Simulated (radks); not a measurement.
Results of a calculation; reference values are marked as such.
Ionisation of neutral iodine, [Kr] 4d10 5s2 5p5, to I+, [Kr] 4d10 5s2 5p4, under several functionals. Scalar-relativistic Kohn-Sham, spin-polarised, spherical densities, point nucleus; open shells are filled with parallel spins first (spin-orbit coupling, left out, can overturn this in heavy ions); a radial shooting solver on a logarithmic mesh with Libxc functionals.

functional,E(I) (hartree),Exc (hartree),IE (eV),-e(HOMO) (eV),<r> HOMO (bohr),IE error (eV)
BP86,-7117.62509,-182.24581,10.706,6.881,2.482,+0.255
BLYP,-7117.06961,-181.67634,10.468,6.623,2.500,+0.017
PBE,-7116.40268,-181.01582,10.552,6.748,2.488,+0.101
"LDA (Slater exchange, VWN5 correlation)",-7110.63839,-175.20894,10.825,6.959,2.481,+0.374
RPBE,-7116.74783,-181.36662,10.478,6.696,2.491,+0.027
PW91,-7117.39176,-182.01520,10.621,6.806,2.486,+0.170
"LDA (Slater exchange, Perdew-Wang correlation)",-7110.61681,-175.18690,10.830,6.962,2.482,+0.379

NIST Atomic Spectra Database: 10.451 eV (measured). Closest: BLYP. The Delta-SCF values span 0.36 eV, the total energies 7.01 hartree. The highest occupied level is 5p. Open shells are spherical and high-spin; term and fine-structure splittings are not resolved. Spin-orbit splitting is averaged out at the scalar-relativistic level.
